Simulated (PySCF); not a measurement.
**Excitation energies in several basis sets**

Compound: C4H8AlN.
SMILES: `C1#[N+][AlH2-][CH2]CC1`

TDDFT with PBE0 (PySCF), vertical singlets, core orbitals frozen in the response, spherical d and f functions. One conformer (not necessarily the lowest) at the PBE0-D3(BJ)/def2-SVP geometry, without solvent, vibrations or thermal averaging.

How do the low singlets change with the basis? Take 6-31G*, def2-SVP, 6-31+G*, def2-SVPD, aug-cc-pVDZ, def2-TZVP and def2-TZVPD.

```tsv
basis	functions	diffuse	S1 (eV)	S2 (eV)	S3 (eV)	S4 (eV)	S5 (eV)	LUMO (eV)	α (au)
6-31G*	104	no	4.99	5.47	5.82	6.36	6.62	-0.83	66.7
def2-SVP	128	no	4.97	5.35	5.77	6.21	6.70	-1.00	69.5
6-31+G*	128	yes	4.90	5.35	5.67	6.08	6.17	-1.09	75.0
def2-SVPD	188	yes	4.90	5.27	5.63	6.06	6.28	-1.11	79.4
aug-cc-pVDZ	214	yes	4.92	5.32	5.60	5.93	6.06	-1.08	81.0
def2-TZVP	240	no	4.94	5.34	5.67	6.13	6.44	-1.04	77.0
def2-TZVPD	300	yes	4.91	5.32	5.61	6.07	6.08	-1.09	80.6
```

States are compared by their number. Against the largest diffuse basis here (def2-TZVPD, itself not a converged limit), sets without diffuse functions differ by up to 0.07 eV in S1 and 0.62 eV in S5; the smaller diffuse sets differ by up to 0.01 and 0.21 eV. State by state, the largest deviation of a set without diffuse functions is S1 0.07, S2 0.15, S3 0.21, S4 0.30, S5 0.62 eV. The same number needn't mean the same state in each row. Against def2-TZVPD the polarisability deviates by -17% in 6-31G*, -14% in def2-SVP, -7% in 6-31+G*, -1% in def2-SVPD, +1% in aug-cc-pVDZ, -4% in def2-TZVP. A single + in a Pople set puts diffuse functions on heavy atoms only.
